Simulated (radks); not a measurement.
These are the eigenvalues of the occupied orbitals of an atom or ion with whole-number occupations (eV). Calculated with a radial shooting solver on a logarithmic mesh with Libxc functionals: Dirac Kohn-Sham, BLYP, spin-unpolarised, spherical densities, point nucleus.

1s1/2: -194.1562
2s1/2: -19.4036

Which element is it, and in what charge state? The configuration may be excited. Open shells, if any, fill j = l - 1/2 first.

Answer. Z = 5, boron, charge +1: B+ in [He] 2s2. The 1s level, -7.1351 hartree, gives Z - s = 3.8 by -(Z - s)^2/2, which with screening and relativity narrows Z to a few neighbours, and the depths must fix Z and the occupations together.
